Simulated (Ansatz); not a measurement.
Stepwise reaction of `CSB(F)F` with hydrogen chloride, as a gas-phase model of exchange steps in deposition or etching. ΔE in kJ/mol; ΔG adds harmonic PBE0-D4 terms to CCSD(T)/CBS, at 1 bar.

Computed with Ansatz on PBE0-D4/def2-TZVP structures; ΔE is electronic, products minus reactants. CCSD(T)/CBS is the MP2 limit (def2-TZVPP, def2-QZVPP) plus CCSD(T) − MP2 in def2-TZVPP, frozen cores. This one scheme is used for every species. Functionals use def2-TZVPP. B3LYP here is the variant with VWN-RPA as its local correlation; programs differ in this. One conformer a species, not always the lowest.

```tsv
step	reaction	PBE-D4	B3LYP-D4	ωB97M-V	CCSD(T)/CBS	ΔG(400 K)
1	`CSB(F)F` + HCl → `CSB(F)Cl` + H–F	49.5	59.4	59.1	53.1	57.4
2	`CSB(F)Cl` + HCl → `CSB(Cl)Cl` + H–F	43.2	52.7	52.7	43.8	50.6
```

Task: By hand: ΔE of the 2 steps together at CCSD(T)/CBS.

Result: (53.1) + (43.8) = 96.9 kJ/mol, or 48.5 kJ/mol a step.

In ΔE each step is lower than the one before. All are uphill at CCSD(T)/CBS. ΔG lies between 50.6 and 57.4 kJ/mol a step. PBE-D4 differs from CCSD(T)/CBS by -3.6 to -0.6 kJ/mol a step. Isolated molecules leave out the surface, adducts and barriers. Largest T1 diagnostic: 0.012.
